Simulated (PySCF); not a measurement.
Computed properties of C₂H₈FNSi₂, SMILES C=C[SiH2][Si@H](N)F

C2H8FNSi2, SMILES C(=C)[SiH2][Si@@H](F)N. Geometry optimised at B3LYP-D3(BJ)/def2-SVP. The structure was generated by enumeration; whether it is a known compound was not checked. The values are those of a single conformer. All values are computed for the isolated molecule unless a solvent is named; none is compared with measurement here.

**Structure.** All 36 harmonic modes at B3LYP-D3(BJ)/def2-SVP (PySCF) are real, so it is a minimum. With heavy atoms numbered as in [CH2:1]=[CH:2][SiH2:3][Si@H:4]([NH2:5])[F:6], the shortest bond between them is C1–C2 at 1.340 Å and the longest Si3–Si4 at 2.346 Å.

**Vibrations.** The strongest infrared lines (harmonic, unscaled, degenerate partners summed) lie at 789 cm⁻¹ (329 km/mol, H 59 %, Si 16 %, F 11 %, N 10 %), 941 cm⁻¹ (190 km/mol, H 65 %, Si 22 %, N 10 %), 2232 cm⁻¹ (158 km/mol, H 97 %). The softest mode is at 29 cm⁻¹ and the zero-point energy is 61.2 kcal/mol.

**Electronic structure.** HF/def2-TZVP (PySCF) places the frontier levels at -9.97 and 2.81 eV, a gap of 12.78 eV, and gives a dipole moment of 1.15 D and a mean polarisability of 79.5 bohr³. PBE/def2-TZVP (PySCF) at the same geometry gives -6.38 and -1.56 eV, so its gap is 7.96 eV narrower. An orbital gap is neither the optical nor the fundamental gap.

**Excitations.** TDA-B3LYP/def2-SVPD (PySCF) has S1 at 6.07 eV (204 nm, f = 0.112, bright); the most intense of the 10 singlets computed lies at 6.07 eV (f = 0.11). T1 (TDA) is at 4.17 eV, 1.90 eV under S1. TDA-PBE/def2-SVPD (PySCF) puts S1 at 5.09 eV. No vertical singlet excitation falls in the visible range (under 3.1 eV).

**NMR.** GIAO shifts at B3LYP/pcSseg-1 (PySCF) (non-relativistic, atoms alike by connectivity averaged): ¹³C from 139.4 to 148.0 ppm against TMS; ¹H from 1.8 to 6.5 ppm against TMS; ²⁹Si from -68.5 to -9.2 ppm against TMS; ¹⁹F at -155.5 ppm against CFCl3.

**Solvation.** SMD-M06-2X/def2-SVP (PySCF) gives -0.5 kcal/mol in water, -3.8 kcal/mol in chlorobenzene, -2.3 kcal/mol in toluene (1 M in both phases, gas-phase geometry); of these solvents chlorobenzene holds the molecule best.
